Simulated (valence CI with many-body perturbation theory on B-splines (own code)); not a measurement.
**Eu⁵⁷⁺: what the settings do**

Computed by relativistic CI+MBPT: four valence electrons over a frozen Dirac-Fock core [He], radial functions for each j: 6 s, 6 p, 5 d, 3 f, 1 g, with the one-electron correlation potential Σ1 (screened to all orders), the two-electron term Σ2, the three-electron term Σ3, Breit, model QED; selected single and double excitations, second order for the rest, scaled by the run's own slope (own B-spline code, finite nucleus).

No measured spectrum was set against this ion. As an estimate, large intervals hold to a few tenths of a per cent, small ones and those within an open d or f shell to about a per cent.

The reference run has the lowest level (2s^2 2p1/2^2) J=0 and an ionisation energy of 12720.1 eV. Its largest variational space holds 9717 state functions.

Levels are named by their leading jj configuration (3d3/2^4 stands for four electrons in 3d with j = 3/2), which in mixed levels can hold well under half, so a name can repeat and another be missing. Letters in brackets count levels of one name in rising energy.

Changed runs:
A. orbitals per symmetry with explicit Σ2 and valence Breit (the others get mean screening factors) 5 → 1
B. cutoff of virtual states (hartree) 7938 → 6210; scale of Σ1 1 → 0.8
C. size limit of the variational space 10000 → 3000; lowest core n in screening and Σ2 1 → 1
D. scale of Σ1 1 → 0 (bad on purpose)

Excitation energies of the reference run in cm⁻¹, and shifts in cm⁻¹:

```tsv
Level	Reference	A	B	C	D
(2s^2 2p1/2 2p3/2) J=1	5427280	-741	-268	-6.4	-1160
(2s^2 2p1/2 2p3/2) J=2	5567050	-681	-270	-10	-1162
(2s 2p1/2^2 2p3/2) J=2	7315750	-160	+187	-8.8	+1174
(2s 2p1/2^2 2p3/2) J=1	7898860	+426	+186	-8.6	+1175
(2s^2 2p3/2^2) J=2	11128500	-918	-532	-5.7	-2290
(2s^2 2p3/2^2) J=0	11532500	+83	-534	0	-2298
(2s 2p1/2 2p3/2^2) J=2 [a]	12560600	-847	-77	-5.6	+28
(2s 2p1/2 2p3/2^2) J=3	12884800	-1020	-80	-2.9	+26
(2s 2p1/2 2p3/2^2) J=0	13267600	+638	-83	0	+11
(2s 2p1/2 2p3/2^2) J=1 [a]	13416800	-300	-82	-7.0	+24
(2s 2p1/2 2p3/2^2) J=2 [b]	13498400	-406	-82	-10	+23
(2s 2p1/2 2p3/2^2) J=1 [b]	13525800	+426	-83	-7.4	+18
Ionisation energy (eV)	12720.1	-0.22	-0.1	0	-0.46
```
